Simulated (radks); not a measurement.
The numbers below are computed, except where a source is named.
Numerical settings for neutral cerium, [Xe] 4f1 5d1 6s2. Code: a radial shooting solver on a logarithmic mesh with Libxc functionals. Model: Dirac Kohn-Sham, LDA (Slater exchange, Perdew-Wang correlation), spin-unpolarised, spherical densities, point nucleus; open shells fill j = l - 1/2 first. The defaults (mesh step 0.008 in ln r, mesh end at 40 bohr or more with all orbitals vanishing there, Anderson mixing 0.5 over 9 steps, residual threshold near 1e-9 with the energy settled to 1e-9 hartree or 1e-11 of itself, here a cap of 57 iterations) give E = -8858.6175 hartree and 5d3/2 at -3.267 eV in 14 iterations. Run on one thread of a shared host, so times are rough (Arm Neoverse V1): 0.18 s of CPU time, 0.18 s wall, 14 iterations on 2728 mesh points. Changes against that run (0 stands for a change within the tolerance of the run):

setting,iterations,converged,E (mhartree),e(5d3/2) (meV),CPU (s)
mesh step in ln r 0.05,14,yes,+0.0749,-0.00422,0.04
mesh step in ln r 0.2,2,no,diverged,-,0.03
mesh step in ln r 0.003,14,yes,0,0,0.47
mesh end (bohr) 5,13,level above zero,+410,+4.94e+03,0.13
mesh end (bohr) 3,13,level above zero,+5.01e+03,+2.89e+04,0.12
residual threshold 0.1,7,yes,+0.00502,+32.1,0.13
residual threshold 1e-16,57,no,0,0,0.36
mixing 0.2,18,yes,0,0,0.22
"linear mixing, mixing 0.2",57,no,0,-0.00368,0.5
"linear mixing, mixing 0.5",30,yes,0,0,0.29
mixing history 2,18,yes,0,0,0.21
iteration cap 2,2,no,+90.8,-4.48e+03,0.04

Settled on a wrong energy, with an occupied level pushed above zero by the early mesh end: mesh end (bohr) 5 (+0.41 hartree); mesh end (bohr) 3 (+5.01 hartree). Apart from these: no run marked as converged misses the energy by more than 1 mhartree. A mesh that ends early acts as a hard wall.
